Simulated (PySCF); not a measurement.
PySCF input file for Cl3Si, SMILES Cl[Si](Cl)Cl, multiplicity 2, PBE0/pcH-1. Coordinates come from a ωB97X-D3(BJ)/def2-SVP optimisation. The isomer is the one that the SMILES or the coordinates give; other isomers of the formula were not compared.

```python
import numpy as np
from pyscf import gto, scf, dft
from pyscf.prop.hfc import uks as hfc
from pyscf.prop.gtensor import uks as gtensor

mol = gto.M(
    atom='''
    Cl    1.67053207    0.96448214   -0.15163014
    Si    0.00000000   -0.00000000    0.55236694
    Cl    0.00000000   -1.92896428   -0.15163014
    Cl   -1.67053208    0.96448214   -0.15163014
    ''',
    basis='pcH-1',
    charge=0,
    spin=1,
    max_memory=1600,
    verbose=3,
)
mf = dft.UKS(mol, xc='pbe0').density_fit(auxbasis='def2-universal-jkfit')
mf.grids.level = 3
mf.conv_tol = 1e-10
mf.max_cycle = 100
mf.kernel()
fine, coarse = mf.grids, dft.Grids(mol).set(level=1).build(with_non0tab=True)
for _ in range(3):  # follow internal instabilities
    mf.grids = coarse
    mo, _, stable, _ = mf.stability(return_status=True, nroots=4)
    mf.grids = fine
    if stable:
        break
    mf.kernel(mf.make_rdm1(mo, mf.mo_occ))
A = hfc.HFC(mf).make_fcdip(mf.make_rdm1())  # Fermi contact and dipolar terms, MHz
print('atom   A(iso)/MHz   principal dipolar parts/MHz')
for i, a in enumerate(A):
    w = np.linalg.eigvalsh((a + a.T) / 2)
    print(f'{mol.atom_symbol(i):2s}{i + 1:3d} {w.mean():12.2f}', (w - w.mean()).round(2))
gt = gtensor.GTensor(mf)
gt.dia_soc2e, gt.para_soc2e, gt.so_eff_charge = None, None, True
gt.max_cycle_cphf = 60
g = gt.kernel()
```

It prints:

```

WARN: HOMO -0.189857879509532 >= LUMO -0.189857879509546

converged SCF energy = -1669.57637313789  <S^2> = 0.75196766  2S+1 = 2.0019667
<class 'pyscf.df.df_jk.DFUKS'> wavefunction is stable in the internal stability analysis
atom   A(iso)/MHz   principal dipolar parts/MHz
Cl  1        28.09 [-21.92 -21.77  43.69]
Si  2     -1160.01 [-117.52   58.76   58.76]
Cl  3        28.09 [-21.92 -21.77  43.69]
Cl  4        28.09 [-21.92 -21.77  43.69]
SOC(1e)/OZ [0.00393241 0.0039324  0.00066117]
free electron g 2.00231930436182
g-tensor total [2.00614974 2.00614974 2.00283776]
g-shift (ppt) [3.83043785 3.83043096 0.51845345]
```

The run converged.
